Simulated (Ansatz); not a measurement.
Mean bond length (Å) of eight compounds of closed-shell metals: PBE-D3(BJ) beside PBE0-D3(BJ), computed with Ansatz (a quantum-chemistry and plane-wave program) for isolated molecules in the bases named; differences from unrounded values. The eight are the first of their class met in an unordered collection, after screening for sound electronic states; none was chosen by its value. Each level has its own optimised geometry.

```json
[
 {"molecule": "Mg(Me)(OSiH3) (CH₆MgOSi), SMILES [CH3][Mg][O][SiH3]", "basis": "def2-SVP", "PBE0-D3(BJ)": "1.481", "PBE-D3(BJ)": "1.492", "difference": "0.011"},
 {"molecule": "Al(Me)(vinyl)(OH) (C3H7AlO), SMILES C=[CH][Al]([CH3])[OH]", "basis": "def2-SVP", "PBE0-D3(BJ)": "1.319", "PBE-D3(BJ)": "1.329", "difference": "0.010"},
 {"molecule": "GaF2Br, SMILES [F][Ga]([F])[Br]", "basis": "def2-SVP", "PBE0-D3(BJ)": "1.903", "PBE-D3(BJ)": "1.922", "difference": "0.019"},
 {"molecule": "Al(Cl)(Me)(NCO) (C2H3AlClNO), SMILES [CH3][Al]([Cl])[N]=C=O", "basis": "def2-SVP", "PBE0-D3(BJ)": "1.435", "PBE-D3(BJ)": "1.445", "difference": "0.011"},
 {"molecule": "Mg(Et)(OMe) (C₃H₈MgO), SMILES [O]([Mg][CH2]C)C", "basis": "def2-SVP", "PBE0-D3(BJ)": "1.303", "PBE-D3(BJ)": "1.312", "difference": "0.010"},
 {"molecule": "Al(H)(Me)(OEt) (C3H9AlO), SMILES CC[O][AlH][CH3]", "basis": "def2-SVP", "PBE0-D3(BJ)": "1.306", "PBE-D3(BJ)": "1.316", "difference": "0.010"},
 {"molecule": "Al(GeH3)(H)(Me) (CH7AlGe), SMILES [GeH3][AlH][CH3]", "basis": "def2-SVP", "PBE0-D3(BJ)": "1.553", "PBE-D3(BJ)": "1.563", "difference": "0.010"},
 {"molecule": "Ga(NH2)3 (GaH6N3), SMILES [NH2][Ga]([NH2])[NH2]", "basis": "def2-SVP", "PBE0-D3(BJ)": "1.282", "PBE-D3(BJ)": "1.297", "difference": "0.014"}
]
```

PBE-D3(BJ) lies below PBE0-D3(BJ) in 0 and above it in 8 of the eight; the mean signed difference is 0.012 and the largest 0.019 Å.
